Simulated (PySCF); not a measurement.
# How methods differ on the ionisation energy of Pb⁴⁰⁺

Pb⁴⁰⁺ [Kr] 4d6 [4d3/2^4 4d5/2^2, M_J = 4] → Pb⁴¹⁺ [Kr] 4d5 [4d3/2^4 4d5/2^1, M_J = 5/2], as a difference of total energies. All numbers are calculated (PySCF 2.14, the two-component X2C-1e Hamiltonian, in an even-tempered Gaussian basis (16 s from 4.8 bohr⁻², ratio 2.8; 14 p from 6.2 bohr⁻², ratio 2.8; 9 d from 6.2 bohr⁻², ratio 2.8; 3 f from 26 bohr⁻², ratio 3)). Correlated levels: [Ar] 3d10 frozen; the 90 highest virtual spinors dropped. "Screened" scales the spin-orbit matrix elements by Boettger's factors to mimic the two-electron term; Breit and QED terms are absent.

```csv
method,ionisation energy (eV)
GHF (spin-free),1948.4
GMP2 (spin-free),1948.8
GHF (screened spin-orbit),1944.3
GMP2 (screened spin-orbit),1944.1
```

Breit and QED terms and the two-electron picture change are absent.

The spin-free rows relax to the high-spin LS determinant and lack the spin-orbit shift.

The labels give the starting determinants; with spin-orbit coupling the two ends relaxed to ⟨J²⟩ = 20.01, ⟨L²⟩ = 12.83, ⟨S²⟩ = 3.01 and ⟨J²⟩ = 8.75, ⟨L²⟩ = 6.33, ⟨S²⟩ = 2.91.

For comparison: 1945 ± 4 eV (theoretical estimate listed by NIST; NIST Atomic Spectra Database, ionization energies).
